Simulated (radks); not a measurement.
The numbers below are computed, except where a source is named.
Q: The mean radii <r> (bohr) of the occupied orbitals of an atom or ion are listed with their occupations. Code: a radial shooting solver on a logarithmic mesh with Libxc functionals. Model: non-relativistic Kohn-Sham, BLYP, spin-polarised, spherical densities, point nucleus.

| orbital | occ. | <r> |
|---|---|---|
| 1s up | 1 | 0.05290 |
| 1s down | 1 | 0.05290 |
| 2s up | 1 | 0.2388 |
| 2s down | 1 | 0.2386 |
| 2p up | 3 | 0.2079 |
| 2p down | 3 | 0.2077 |
| 3s up | 1 | 0.7146 |
| 3s down | 1 | 0.7162 |
| 3p up | 3 | 0.7400 |
| 3p down | 3 | 0.7424 |
| 3d up | 5 | 0.8587 |
| 3d down | 3 | 0.8703 |
| 4p up | 1 | 2.574 |

Name the element and its charge. Open shells, if any, are filled with parallel spins first.

A: Z = 29, copper, charge +2: Cu2+ in [Ar] 3d8 4p1. The 1s radius gives Z: for a bare nucleus <r> = 1.5/Z, 0.05172 bohr for Z = 29, and screening makes it slightly larger (0.05290 here). The occupations add up to 27, and the charge is Z minus that.
